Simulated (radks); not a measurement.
Spherical quantum dot in the effective-mass picture: electrons in a hard-walled sphere of radius 1.53, with a point charge +2 (a donor) at the centre, all in effective atomic units (hartree* = m*/eps^2 hartree, bohr* = eps/m* bohr), one dielectric constant everywhere. Method: non-relativistic Kohn-Sham, PBEsol, spin-polarised, spherical densities; computed with a radial shooting solver with Libxc functionals. Levels are named by radial order and angular momentum (1s, 1p, 1d, 2s, ...), and open shells are averaged over m. Results are scaled to m* = 0.219 and eps = 4.5, for which hartree* = 294.3 meV and bohr* = 1.087 nm.

N = 4, configuration 1s2 1p(up 2, down 0). This is the lowest configuration that the search found. Occupied and some empty levels:

level    occupation  eigenvalue (meV)  <r> (nm)
1s up             1            669.48    0.7106
1s down           1            726.14    0.6983
1p up             2            1519.9    0.9668
1p down           0            1601.1    0.9645
2s up             0            2295.5    0.8368
2s down           0            2348.1    0.8455
1d up             0            2368.5     1.072
1d down           0            2453.7     1.072
1f up             0            3359.7     1.139
1f down           0            3444.1     1.141

Energy (meV): total 1971.07, kinetic 4054.8, external -3940.1, Hartree 2732.1, exchange-correlation -875.80.

Electron density:

r (nm)  n(r) (e/nm^3)
0.0775          2.984
0.161           2.251
0.244           1.740
0.328           1.383
0.411           1.130
0.494          0.9462
0.578          0.8070
0.661          0.6951
0.745          0.5989
0.828          0.5112
0.911          0.4281
0.995          0.3482
1.08           0.2722
1.16           0.2020
1.25           0.1394
1.33          0.08719
1.41          0.04765
1.50          0.02016
1.58         0.004765
1.66       0.00001319
